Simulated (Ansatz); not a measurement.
```xyz
10

C     1.6297    0.0019   -0.2923
O     0.2498    0.0396   -0.6164
Si   -0.9641    0.2802    0.4106
F    -0.6967   -0.5782    1.7172
F    -1.0477    1.7804    0.9062
S    -2.8011   -0.1574   -0.4970
H     2.0108    1.0120   -0.1227
H     1.8119   -0.6058    0.5979
H     2.1583   -0.4384   -1.1376
H    -2.3508   -1.3342   -0.9659
```

Charge 0, multiplicity 1.

Task: List the B3LYP/def2-TZVPP orbital energies in eV (Ansatz). (Estimate.)

Result: The calculation gave: Occupied: -2418.26, -1801.53, -671.86, -671.81, -521.19, -278.63, -216.30, -160.85, -160.78, -160.66, -145.76, -101.13, -101.11, -101.08, -33.16, -32.61, -28.43, -20.66, -19.36, -15.65, -14.17, -14.00, -13.41, -12.99, -12.77, -12.53, -12.11, -11.82, -11.46, -9.86, -9.47, -8.91, -7.81. Lowest empty: -0.07, 0.50, 1.08, 1.46, 1.74, 2.50, 2.78, 3.18.

B3LYP here is the variant with VWN-RPA as its local correlation; programs differ in this.
